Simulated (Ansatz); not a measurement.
Consider the ligand exchange at the Si–C bond: `O=C(O[SiH3])[SiH2]F` + `[AlH2][SH]` → `F[SiH2][S][AlH2]` + `O=CO[SiH3]`.

Computed with Ansatz on PBE0-D4/def2-TZVP structures; ΔE is electronic, products minus reactants. CCSD(T)/CBS is the MP2 limit (def2-TZVPP, def2-QZVPP) plus CCSD(T) − MP2 in def2-TZVPP, frozen cores. This one scheme is used for every species. Each species was taken in one conformer, which may not be the lowest.

`O=C(O[SiH3])[SiH2]F`:

Cartesian coordinates in Å:
```
O 0.956 -1.176 -0.318
C 0.491 -0.146 0.106
O -0.757 0.243 -0.157
Si -1.721 -0.766 -1.131
Si 1.574 0.982 1.201
F 0.781 2.292 1.643
H -1.119 -0.902 -2.475
H -3.001 -0.029 -1.198
H -1.903 -2.081 -0.479
H 2.755 1.374 0.404
H 1.944 0.209 2.406
```

`[AlH2][SH]`:

Z-matrix (Å, degrees):
```
Al
S 1 2.181
H 1 1.579 2 116.5
H 1 1.581 2 118.9 3 -180.0
H 2 1.344 1 93.7 3 180.0
```

`F[SiH2][S][AlH2]`:

Z-matrix (Å, degrees):
```
Si
S 1 2.117
F 1 1.599 2 110.5
H 1 1.479 2 107.6 3 117.4
H 1 1.480 2 112.0 3 -119.0
Al 2 2.190 1 98.6 3 72.9
H 6 1.577 2 116.3 1 -176.2
H 6 1.579 2 118.5 1 4.4
```

`O=CO[SiH3]`:

Z-matrix (Å, degrees):
```
Si
O 1 1.698
H 1 1.479 2 102.8
H 1 1.479 2 110.2 3 -118.2
H 1 1.479 2 110.2 3 118.2
C 2 1.330 1 117.6 3 180.0
O 6 1.198 2 124.3 1 0.0
H 6 1.099 2 111.4 1 -180.0
```

```json
{"species": "`O=C(O[SiH3])[SiH2]F`", "CCSD(T)/CBS(def2) energy (Eh)": "-869.44900"}
{"species": "`[AlH2][SH]`", "CCSD(T)/CBS(def2) energy (Eh)": "-641.61836"}
{"species": "`F[SiH2][S][AlH2]`", "CCSD(T)/CBS(def2) energy (Eh)": "-1031.18703"}
{"species": "`O=CO[SiH3]`", "CCSD(T)/CBS(def2) energy (Eh)": "-479.91321"}
```

Task: Work out ΔE.

Result: ΔE = (-1031.18703) + (-479.91321) − (-869.44900) − (-641.61836) = -0.03288 Eh = -20.6 kcal/mol.

Largest T1 diagnostic among the species: 0.016.

From PBE to PBE0 (25 % exact exchange), in def2-TZVPP and without D4, ΔE moves by −1.5 kcal/mol.
